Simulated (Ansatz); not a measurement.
Geometry optimisation, DFT PBE-D3(BJ), scalar-relativistic, plane waves, PAW in Ansatz 0.2.0.

Input:

```yaml
crystal:
  lattice:
    - [18.24, 0.0, 0.0]
    - [0.0, 8.598418, 0.0]
    - [0.0, 0.0, 15.299209]
  atoms:
    - { symbol: Sr, position: [0.0, 0.0, 0.0653629] }
    - { symbol: Sr, position: [0.3333333, 0.0, 0.0653629] }
    - { symbol: Sr, position: [0.6666667, 0.0, 0.0653629] }
    - { symbol: Sr, position: [0.0, 0.5, 0.0653629] }
    - { symbol: Sr, position: [0.3333333, 0.5, 0.0653629] }
    - { symbol: Sr, position: [0.6666667, 0.5, 0.0653629] }
    - { symbol: Sr, position: [0.1666667, 0.25, 0.2058672] }
    - { symbol: Sr, position: [0.5, 0.25, 0.2058672] }
    - { symbol: Sr, position: [0.8333333, 0.25, 0.2058672] }
    - { symbol: Sr, position: [0.1666667, 0.75, 0.2058672] }
    - { symbol: Sr, position: [0.5, 0.75, 0.2058672] }
    - { symbol: Sr, position: [0.8333333, 0.75, 0.2058672] }
    - { symbol: Sr, position: [0.0, 0.0, 0.3463714] }
    - { symbol: Sr, position: [0.3333333, 0.0, 0.3463714] }
    - { symbol: Sr, position: [0.6666667, 0.0, 0.3463714] }
    - { symbol: Sr, position: [0.0, 0.5, 0.3463714] }
    - { symbol: Sr, position: [0.3333333, 0.5, 0.3463714] }
    - { symbol: Sr, position: [0.6666667, 0.5, 0.3463714] }
    - { symbol: "N", position: [0.6658565, 0.2514003, 0.4574883] }
    - { symbol: H, position: [0.6604132, 0.2527877, 0.524812] }
basis:
  ecutwfc: 420.0
kpoints:
  mp_grid: { grid: [1, 2, 1] }
hamiltonian:
  xc: pbe
  dispersion: d3bj
scf:
  occupations: { method: gaussian, width: 0.1 }
  lower_state_search: "off"
relax:
  f_tol: 0.03
  max_steps: 60
  adjacent_minimum: "off"
  constraints: [{ sites: [0, 1, 2, 3, 4, 5] }]
```

Command:

```bash
$ ansatz run input.yaml --threads 4 --pin off --max-ram 10240MiB --backend cpu --events-out ev --progress --plain --runs-dir out
```

Q: Where does it end, and by what steps?

A: The run converged. The force dipped under the threshold on the way, but the program's further checks kept it going. Limits of this set-up: coarse k mesh, thin slab, slab without dipole correction. After 20 steps the energy has fallen by 2.238 eV; H20 moved furthest, 2.74 Å. Joined: Sr8–N19 (4.90 → 2.44 Å).

```tsv
step	energy less start (eV)	largest force component (eV/Å)	accepted
0	0.0000	2.193	yes
1	-0.9376	1.000	yes
2	-1.1016	1.448	yes
3	-1.2986	0.271	yes
4	-1.3259	0.776	yes
5	-1.3510	0.167	yes
6	-1.3738	0.266	yes
7	-1.4141	0.462	yes
8	-1.4894	0.434	yes
9	-1.6087	0.395	yes
10	-1.8296	0.444	yes
11	-1.9932	0.531	yes
12	-2.1345	0.321	yes
13	-2.1766	0.255	yes
14	-2.2026	0.315	yes
15	-2.2166	0.376	yes
16	-2.2320	0.103	yes
17	-2.2334	0.091	yes
18	-2.2349	0.087	yes
19	-2.2376	0.011	yes
20	-2.2376	0.011	yes
```

```xyz
20
Lattice="18.2400 0.0000 0.0000 0.0000 8.5984 0.0000 0.0000 0.0000 15.2992" Properties=species:S:1:pos:R:3
Sr 0.000 0.000 1.000
Sr 6.080 0.000 1.000
Sr 12.160 0.000 1.000
Sr 0.000 4.299 1.000
Sr 6.080 4.299 1.000
Sr 12.160 4.299 1.000
Sr 3.012 2.150 2.702
Sr 9.071 2.148 3.498
Sr 15.349 2.150 3.143
Sr 3.016 6.449 2.709
Sr 8.932 6.447 3.144
Sr 15.298 6.448 3.185
Sr 0.494 0.000 5.084
Sr 5.495 -0.012 5.088
Sr 11.988 0.180 5.171
Sr 0.493 4.299 5.084
Sr 5.496 4.312 5.089
Sr 11.987 4.117 5.173
N 10.663 2.148 5.343
H 10.034 2.146 6.170
```

The run took 63 s on 4 threads of AMD EPYC 9R45 96-Core Processor (Zen 5) (shared host), peak memory 2.9 GiB.
